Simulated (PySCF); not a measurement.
Species: CH₈ClO₂Si₃ (doublet state).
Numbering: `[SiH3:1][CH2:2][O:3][SiH2:4][O:5][SiH:6][Cl:7]` (hydrogens: H8, H9, H10 on Si1; H11, H12 on C2; H13, H14 on Si4; H15 on Si6)

Structure used (GFN2-xTB), in Å, numbered top down from 1:
```xyz
15
CH8ClO2Si3 angstrom
Si    -2.853    0.414    0.064
C     -1.510   -0.923   -0.131
O     -0.280   -0.258    0.055
Si     1.173   -0.737   -0.444
O      2.125    0.424    0.154
Si     3.401    1.406    0.139
Cl     4.795    0.644   -1.106
H     -4.163   -0.231   -0.070
H     -2.705    1.026    1.383
H     -2.663    1.411   -0.989
H     -1.530   -1.406   -1.113
H     -1.595   -1.722    0.612
H      1.606   -1.996    0.156
H      1.260   -0.743   -1.903
H      2.933    2.698   -0.336
```

The hyperfine couplings belong to this conformer and change with its torsions.

Computed, not measured: UKS B3LYP, pcH-1 on C Cl H O Si, non-relativistic, mean-field spin-orbit, GIAO in PySCF 2.14.0. Geometry: GFN2-xTB, one conformer, isolated molecule. Couplings are sensitive to structure, and on GFN2-xTB geometries they can be far from those on DFT ones, by a factor of two or more for some ions and for spin on atoms past the first row. Stability of the SCF solution: not tested.

Give the isotropic g value and a_iso(1H) at H15.

g_iso = 2.00329 and a = +202.07 MHz, or +7.207 mT (Mulliken spin population +0.09).

For one electron spin and this one nucleus (I = 1/2, g_N = 5.5857), compare first-order, second-order and exact resonance fields at 9.612 GHz.

B0 = hν/(g μB) = 342.814 mT and a/B0 = 0.0210. B(1) = B0 − a·mI, B(2) = B(1) − a²[I(I+1) − mI²]/(2B0); the exact values solve the Breit–Rabi equation, nuclear Zeeman term included.

```
  mI  first order (mT)  second order (mT)  exact (mT)  exact − first order
−1/2           346.418            346.380     346.380               -0.037
+1/2           339.211            339.173     339.172               -0.038
```

What g and a would be read from the two outer exact lines by first-order rules?

Their midpoint, 342.776 mT, gives an apparent g of 2.00351 (true 2.00329), and their distance over 2I an apparent |a| of 7.208 mT (true 7.207).

Other couplings of abundant isotopes, left aside here: 1 × 35Cl 27 MHz, 2 × 1H 3 MHz.

Class means assume fast exchange of nuclei equivalent by connectivity; if that motion is slow, each nucleus keeps its own coupling. The 1H value of +2.7 MHz is a mean of couplings from -0.7 to 6.1 MHz in this one geometry, not an average over conformers.

The run took 2.3 min (grids of density and orbitals included) on Arm Neoverse V1, one thread, shared host with 32 logical CPUs at a one-minute load of 24, and the process peaked at 1.1 GiB of memory.
